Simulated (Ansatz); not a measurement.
Species: C4H5N, charge 0, multiplicity 1. 
Structure (B3LYP-D3(BJ)/def2-TZVP (Ansatz, a program for electronic structure) minimum search):
```xyz
10

C     -1.8122    -0.0744     0.0629
C     -0.6993    -1.0628     0.0570
C      0.6056    -0.7788     0.0044
C      1.1118     0.5510    -0.0546
N      1.5346     1.6227    -0.1026
H     -1.4497     0.9516     0.0183
H     -2.4782    -0.2482    -0.7869
H     -2.4197    -0.1928     0.9645
H     -0.9762    -2.1110     0.0994
H      1.3467    -1.5680     0.0047
```
Charge 0, spin multiplicity 1.

Basis-set convergence of Hartree-Fock and MP2 correlation energies (hartree) with Ansatz. Cores are frozen in the correlated levels unless marked. No spin-orbit coupling. No relativistic terms.

The Hartree-Fock reference is unstable (checked in the largest basis), which strains HF and MP2. 

```tsv
basis	functions	E(HF)	E(corr, MP2)
cc-pVDZ	95	-208.82613	-0.68169
cc-pVTZ	220	___	___
```

Task: Some entries are withheld; supply them.

Result: 
- cc-pVTZ, E(HF): -208.88095
- cc-pVTZ, E(corr, MP2): -0.83033
